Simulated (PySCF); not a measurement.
Molecule: `CC#C[SiH2]N[SiH3]`, C3H9NSi2.

Bonds (- single, = double, # triple, : aromatic): C1-C2 1.451 Å, C2#C3 1.220 Å, C3-Si4 1.833 Å, Si4-N5 1.739 Å, N5-Si6 1.741 Å. C1 carries H7, H8, H9; Si4 carries H10, H11; N5 carries H12; Si6 carries H13, H14, H15.

Geometry PBE0-D3(BJ)/def2-SVP throughout; GIAO in PySCF 2.14.0 with density-fitted response routines, gas phase, one conformer, non-relativistic; equivalent atoms averaged; basis pcSseg-1.

Task: How do the absolute shieldings σ depend on the functional? (a selection of nuclei; ppm; last column core-seconds on shared hosts with different chips, so compare them loosely; the GGAs took longer than the global hybrids here, which isn't the general rule, and the cause wasn't traced)

Result: 
```csv
functional,kind,C2,C3,C1,Si6,Si4,N5,H10/H11,H7/H8/H9,H12,core-s
HF,Hartree–Fock,75.9,105.0,186.5,443.9,449.8,265.0,27.39,29.75,32.03,15
LDA,LDA,65.4,91.0,176.7,367.9,376.7,252.9,25.63,28.87,31.28,28
PBE,GGA,70.5,96.0,174.0,385.6,394.9,250.3,26.25,29.22,31.74,37
BLYP,GGA,67.3,92.6,169.5,379.5,388.7,244.4,26.57,29.37,31.94,36
BP86,GGA,70.5,95.9,173.5,384.4,394.7,249.8,26.33,29.28,31.79,36
OPBE,GGA,79.7,104.6,177.7,406.8,416.2,255.8,26.35,29.22,31.73,36
KT2,GGA,80.3,105.2,176.6,409.0,419.5,251.5,26.24,29.13,31.70,19
KT3,GGA,82.1,106.5,174.9,415.6,425.3,250.5,26.62,29.27,31.86,19
B97-D,GGA,74.7,99.7,172.5,398.9,409.2,249.6,26.68,29.40,31.98,18
B3LYP,global hybrid,68.9,94.7,173.8,391.5,399.8,250.3,26.72,29.42,31.91,12
PBE0,global hybrid,72.4,98.7,178.6,400.8,409.1,256.7,26.50,29.32,31.75,12
mPW1PW91,global hybrid,71.9,98.2,177.5,399.2,408.1,255.9,26.60,29.37,31.80,13
WP04,global hybrid,68.9,92.4,164.4,391.5,402.5,243.0,27.54,29.64,31.97,17
B97-2,global hybrid,75.2,101.0,177.3,406.5,415.4,255.6,26.72,29.41,31.89,17
BHandHLYP,global hybrid,71.2,97.9,179.0,410.2,417.4,256.7,26.96,29.51,31.89,16
CAM-B3LYP,range-separated hybrid,69.5,95.8,178.0,396.0,402.9,255.6,26.71,29.45,31.84,24
wB97X-D,range-separated hybrid,72.3,99.2,178.9,401.5,409.6,256.9,26.72,29.51,31.84,23
LC-wPBE,range-separated hybrid,72.4,99.4,183.4,405.2,412.0,264.8,26.75,29.55,31.85,31
```

Task: Which nucleus among those listed moves most, in ppm?

Result: Si6 (silicon bonded to N, 3 H): from 367.9 ppm with LDA to 443.9 ppm with HF. The smallest spread is 0.75 ppm, at H12. Proton shifts span only some 12 ppm, so a few tenths of a ppm matter as much there as several ppm in carbon.
